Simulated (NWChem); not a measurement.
System: SnSe, singlet; SMILES [Sn]=[Se]

The following NWChem deck was run.

```
start job
memory heap 200 mb stack 900 mb global 1100 mb
geometry units angstroms noautoz
  Sn     0.000000     0.000000    -0.946365
  Se     0.000000     0.000000     1.391610
end
basis spherical
  * library def2-svp
end
ecp
  Sn library def2-ecp
end
dft
  xc b3lyp
  iterations 150
  mulliken
end
task dft energy
```

Low-valent species are run as closed-shell singlets; no triplet was tried in these runs. All runs use the structure optimised with PBE0/def2-SVP. B3LYP is NWChem's, with the RPA form of VWN correlation. def2 effective core potentials on Sn; no spin-orbit coupling.

Problem. Give the results of this calculation. (B3LYP/def2-SVP with def2 effective core potentials on Sn.) Quantities: energy (Ha); highest occupied level (eV); orbital gap (eV); dipole (D).

Solution. 
```json
{
  "energy (Ha)": "-2615.72",
  "highest occupied level (eV)": "-6.74",
  "orbital gap (eV)": "4.12",
  "dipole (D)": "2.70"
}
```
